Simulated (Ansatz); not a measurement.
Molecule: difluoro(dihydroxy)silane, sum formula H₂SiO₂F₂, net charge 0, singlet state. SMILES: O[Si](F)(F)O
Geometry from a B3LYP-D3(BJ)/def2-TZVP (Ansatz, an electronic-structure program) optimisation:
```
Si
F 1 1.5887
F 1 1.5887 2 104.90
O 1 1.6135 2 112.18 3 119.57
H 4 0.9598 1 119.56 2 -83.67
O 1 1.6135 2 110.15 3 -120.91
H 6 0.9598 1 119.56 2 32.78
```
Charge 0, spin multiplicity 1.

Property: atomisation energy (electronic, to ground-state atoms), in kcal/mol. Correlated levels leave the core frozen unless marked. UHF or UKS for open shells. Spin-orbit coupling is left out. Non-relativistic unless marked X2C. The coupled-cluster limit lacks core correlation, which all-electron functionals hold. CBS marks a two-point X^-3 extrapolation of the correlation energy; Hartree-Fock from the larger set (for Q and 5 zeta extrapolated as (X+1)exp(-9√X)).

```csv
level,program,atomisation energy (kcal/mol)
HF/aug-cc-pV(T+d)Z,Ansatz,527.6
revPBE/def2-TZVPD,Ansatz,704.5
r2SCAN-D3(BJ)/def2-TZVPD,Ansatz + dftd3,732.6
PBE0-D3(BJ)/def2-TZVPD,Ansatz + dftd3,718.2
```

Predict the CCSD(T)/CBS(cc-pV(Q+d)Z,cc-pV(5+d)Z) result (Ansatz).

742.6 kcal/mol, so PBE0-D3(BJ)/def2-TZVPD differs from it by -24.4 kcal/mol.
